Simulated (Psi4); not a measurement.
HClO, charge +1, doublet, geometry from GFN2-xTB (a state made from the parent by changing its charge; the spin is typed, not shown lowest); Psi4 1.11 with WB97M-V/6-311G**.

The Psi4 input:
```
memory 2 GB

molecule {
1 2
  O    -0.04383216    1.02148558    0.01469068
  H    -0.96672120    1.40203158    0.00503415
  Cl    0.07749285   -0.56317154   -0.00720939
}

set basis 6-311g**
set reference uks

energy('wb97m-v')
print_variables()
```

Q: Predict the main parts of the log of this Psi4 run.

A: 
```
   => Loading Basis Set <=

    Name: 6-311G**
    Role: ORBITAL
    Keyword: BASIS

         ---------------------------------------------------------
                                   SCF
               by Justin Turney, Rob Parrish, Andy Simmonett
                          and Daniel G. A. Smith
                              UKS Reference
         ---------------------------------------------------------

  ==> Geometry <==

    Molecular point group: cs
    Full point group: Cs

    Geometry (in Angstrom), charge = 1, multiplicity = 2:

       Center              X                  Y                   Z               Mass
    ------------   -----------------  -----------------  -----------------  -----------------
         O           -0.063478587441     1.058970581908     0.000000000000    15.994914619570
         H           -0.986400267862     1.439559938891     0.000000000000     1.007825032230
         CL           0.057464094871    -0.525867083810     0.000000000000    34.968852682000

  Running in cs symmetry.

  Rotational constants: A =     23.33688  B =      0.55942  C =      0.54633 [cm^-1]
  Rotational constants: A = 699622.02437  B =  16771.13365  C =  16378.51275 [MHz]
  Nuclear repulsion =   53.561668672921066

  Charge       = 1
  Multiplicity = 2
  Electrons    = 25
  Nalpha       = 13
  Nbeta        = 12

  ==> Algorithm <==

  SCF Algorithm Type is DF.
  DIIS enabled.
  MOM disabled.
  Fractional occupation disabled.
  Guess Type is SAD.
  Energy threshold   = 1.00e-06
  Density threshold  = 1.00e-06
  Integral threshold = 1.00e-12

  ==> Primary Basis <==

  Basis Set: 6-311G**
    Blend: 6-311G**
    Number of shells: 24
    Number of basis functions: 50
    Number of Cartesian functions: 52
    Spherical Harmonics?: true
    Max angular momentum: 2

  ==> DFT Potential <==

   => LibXC <=

    Version 7.1.2
    S. Lehtola, C. Steigemann, M. J. T. Oliveira, and M. A. L. Marques,  SoftwareX 7, 1–5 (2018) (10.1016/j.softx.2017.11.002)

   => Composite Functional: WB97M-V <=

    wB97M-V Hyb-GGA Exchange-Correlation Functional

    N. Mardirossian and M. Head-Gordon,  J. Chem. Phys. 144, 214110 (2016) (10.1063/1.4952647)

    Deriv               =              1
    GGA                 =           TRUE
    Meta                =           TRUE

    Exchange Hybrid     =           TRUE
    MP2 Hybrid          =          FALSE

   => Exchange-Correlation Functionals <=

    1.0000   wB97M-V exchange-correlation functional

   => Exact (HF) Exchange <=

    0.8500            HF,LR [omega = 0.3000]
    0.1500               HF

   => LibXC Density Thresholds  <==

    XC_HYB_MGGA_XC_WB97M_V:  1.00E-13

   => VV10 Non-Local Parameters <=

    VV10 B              =     6.0000E+00
    VV10 C              =     1.0000E-02

   => Molecular Quadrature <=

    Radial Scheme          =       TREUTLER
    Pruning Scheme         =           NONE
    Nuclear Scheme         =       TREUTLER

    Blocking Scheme        =         OCTREE
    BS radius alpha        =              1
    Pruning alpha          =              1
    Radial Points          =             75
    Spherical Points       =            302
    Total Points           =          64741
    Total Blocks           =            541
    Max Points             =            256
    Max Functions          =             50
    Weights Tolerance      =       1.00E-15

   => Loading Basis Set <=

    Name: (6-311G** AUX)
    Role: JKFIT
    Keyword: DF_BASIS_SCF

  ==> Integral Setup <==

  SCF_SUBTYPE=INCORE selected. In-core MEM_DF algorithm will be used.
  Using in-core AOs.

  ==> MemDFJK: Density-Fitted J/K Matrices <==

    J tasked:                   Yes
    K tasked:                   Yes
    wK tasked:                  Yes
    Omega:                3.000E-01
    Algorithm:                 Core
    Schwarz Cutoff:           1E-12
    Mask sparsity (%):       0.3200
    Fitting Condition:        1E-10

   => Auxiliary Basis Set <=

  Basis Set: (6-311G** AUX)
[...]

   -------------------------
    Irrep   Nso     Nmo
   -------------------------
     A'        37      37
     A"        13      13
   -------------------------
    Total      50      50
   -------------------------

  ==> Iterations <==

                           Total Energy        Delta E     RMS |[F,P]|

   @DF-UKS iter SAD:  -535.71254760261945   -5.35713e+02   0.00000e+00
   @DF-UKS iter   1:  -535.47329865945198    2.39249e-01   8.52116e-03 DIIS/ADIIS
   @DF-UKS iter   2:  -535.49722624520325   -2.39276e-02   7.55093e-03 DIIS/ADIIS
   @DF-UKS iter   3:  -535.52390382914882   -2.66776e-02   2.57243e-03 DIIS/ADIIS
   @DF-UKS iter   4:  -535.52759581678515   -3.69199e-03   5.34045e-04 DIIS/ADIIS
   @DF-UKS iter   5:  -535.52780771318396   -2.11896e-04   1.38774e-04 DIIS/ADIIS
   @DF-UKS iter   6:  -535.52784731772181   -3.96045e-05   7.53620e-05 DIIS
   @DF-UKS iter   7:  -535.52786829609659   -2.09784e-05   2.96328e-05 DIIS
   @DF-UKS iter   8:  -535.52787274611262   -4.45002e-06   7.02822e-06 DIIS
   @DF-UKS iter   9:  -535.52787306574771   -3.19635e-07   2.23795e-06 DIIS
   @DF-UKS iter  10:  -535.52787309049711   -2.47494e-08   5.86256e-07 DIIS
  Energy and wave function converged.

  ==> Post-Iterations <==

   Electrons on quadrature grid:
      Nalpha   =   12.9999995146 ; deviation = -4.854e-07
      Nbeta    =   11.9999997547 ; deviation = -2.453e-07
      Ntotal   =   24.9999992694 ; deviation = -7.306e-07

   @Spin Contamination Metric:   2.643756448E-03
   @S^2 Expected:                7.500000000E-01
   @S^2 Observed:                7.526437564E-01
   @S   Expected:                5.000000000E-01
   @S   Observed:                5.000000000E-01

    Orbital Energies [Eh]
    ---------------------

    Alpha Occupied:

[...]
      10Ap    -0.745543

    Alpha Virtual:

[...]
      37Ap   216.128286

    Beta Occupied:

[...]
    Beta Virtual:

[...]
    Final Occupation by Irrep:
             Ap   App
    DOCC [    10,    2 ]
    SOCC [     0,    1 ]
    NA   [    10,    3 ]
    NB   [    10,    2 ]

  @DF-UKS Final Energy:  -535.52787309049711

   => Energetics <=

    Nuclear Repulsion Energy =             53.5616686729210656
    One-Electron Energy =                -836.1872785361191518
    Two-Electron Energy =                 275.0921195047720857
    DFT Exchange-Correlation Energy =     -28.1000121479327625
    Empirical Dispersion Energy =           0.0000000000000000
    VV10 Nonlocal Energy =                  0.1056294158615949
    Total Energy =                       -535.5278730904971098

  UHF NO Occupations:
  HONO-2 :   10 Ap 1.9998119
  HONO-1 :    2App 1.9991161
  HONO-0 :    3App 1.0000000
  LUNO+0 :    4App 0.0008839
  LUNO+1 :   11 Ap 0.0001881
  LUNO+2 :   12 Ap 0.0001319
  LUNO+3 :   13 Ap 0.0000579

Computation Completed

Properties will be evaluated at   0.000000,   0.000000,   0.000000 [a0]

Properties computed using the SCF density matrix

 Multipole Moments:

 ------------------------------------------------------------------------------------
     Multipole            Electronic (a.u.)      Nuclear  (a.u.)        Total (a.u.)
 ------------------------------------------------------------------------------------

 L = 1.  Multiply by 2.5417464519 to convert [e a0] to [Debye]
 Dipole X            :          0.1525130           -0.9776297           -0.8251167
 Dipole Y            :         -1.5489564            1.8360280            0.2870716
 Dipole Z            :          0.0000000            0.0000000            0.0000000
 Magnitude           :                                                    0.8736290

 ------------------------------------------------------------------------------------

  Variable Map:
  ----------------------------------------------------------------------------
[...]
  Array Variable Map:
  ----------------------------------------------------------------------------
[...]
[...]
```
